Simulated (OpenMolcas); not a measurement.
W5+ (d1) among equal point charges was computed by CASSCF with the d shell active (OpenMolcas, ANO-RCC-VTZP on the metal). Its lowest spin-free states, and all those of the highest spin:

| 2S+1 | Degeneracy | E (cm-1) |
| --- | --- | --- |
| 2 | 1 | 0.0 |
| 2 | 2 | 3332 |
| 2 | 1 | 13541 |
| 2 | 1 | 26831 |

Is the site octahedral, tetrahedral or cube-like, axial, or of lower symmetry?

The states with 2S+1 = 2 have orbital degeneracies 1, 2, 1, 1. There are pairs but no triples, so the site is axial: not cubic, but with a proper or improper axis of order three or more. The run had W5+ among 5 point charges of -2 e arranged as a square pyramid (C4v), 1.97 Å from the ion.

Spin-orbit coupling mixes the spin-free states strongly: the lowest level takes only 60 % from its leading state, an unlabelled state of the same spin as most of the rest. Point charges carry no covalency, so the field is a model and not that of real ligands. An unlabelled pair can be two single states that coincide in this model. No measured value stands beside these numbers.
